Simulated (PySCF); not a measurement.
Work out the structure from these simulated measurements.

Formula: C5H3O2; charge -1.

- Couplings: largest of the computed one-bond spin–spin couplings (means over like bonds): 13C–1H +165.6, 13C–13C +163.9, 13C–1H +158.7, 13C–1H +157.7, 13C–13C +98.0, 13C–13C +81.7, 13C–13C +79.8, 17O–13C +26.1 (×2) Hz [B3LYP/pcJ-1, spin–dipole term left out]
- 13C NMR: chemical shifts (computed TMS as zero) by class: 157.5 (1 C), 131.8 (1 C), 116.3 (1 C), 114.2 (1 C), 73.0 (1 C) ppm [GIAO PBE0/pcSseg-1]
- NMR, other nuclei: isotropic shieldings of nuclei other than C and H, by class: -41 (2 O) ppm [GIAO PBE0/pcSseg-1]
- Rotational structure: rotational constants A, B, C: 9.622, 1.119, 1.052 GHz [GFN2-xTB]
- 1H NMR: chemical shifts (computed TMS as zero) by class: 6.04 (1 H), 5.02 (1 H), 4.62 (1 H) ppm [GIAO PBE0/pcSseg-1]

The electronic properties come from PySCF, for the isolated species, density fitting. Levels stand in brackets. Isolated species at its GFN2-xTB geometry, gas phase. GFN2-xTB frequencies show an imaginary mode (24i cm⁻¹), so this geometry is no minimum at that level. No diffuse functions stand in pcJ-1 and pcSseg-1, which bears on an anion's orbital energies. Each NMR value is the plain mean over a class of atoms that symmetry, rotation or inversion makes alike.

Question: What is the compound? Reason from the data.

Answer: Numbering: `[CH2:1]=[CH:2][C:3]#[C:4][C:5](=[O:6])[O-:7]`. 5 carbons fall into 5 classes; from least to most shielded: carboxylate carbon [C5] (157.5 ppm), alkene CH carbon [C2] (131.8 ppm), alkyne carbon [C4] (116.3 ppm), terminal =CH2 carbon [C1] (114.2 ppm), alkyne carbon [C3] (73.0 ppm). Hydrogen classes from least to most shielded: 1 H on an alkene CH carbon, C2 (6.04 ppm), 1 H on a terminal =CH2 carbon, C1 (5.02 ppm), 1 H on a terminal =CH2 carbon, C1 (4.62 ppm). The other shieldings belong to: -41 ppm, carboxylate oxygen [O6/O7]. The couplings run between: +165.6 Hz, terminal =CH2 carbon [C1] and its hydrogen; +163.9 Hz, alkyne carbon [C3] and alkyne carbon [C4]; +158.7 Hz, terminal =CH2 carbon [C1] and its hydrogen; +157.7 Hz, alkene CH carbon [C2] and its hydrogen; +98.0 Hz, alkene CH carbon [C2] and alkyne carbon [C3]; +81.7 Hz, terminal =CH2 carbon [C1] and alkene CH carbon [C2]; +79.8 Hz, alkyne carbon [C4] and carboxylate carbon [C5]; +26.1 Hz, carboxylate oxygen [O6] and carboxylate carbon [C5] (with 1 like pair). By its constants the optimised geometry is an asymmetric top. Structure: `C=CC#CC(=O)[O-]`. The assignments are read from this structure; whether some other isomer fits the data as well wasn't checked.
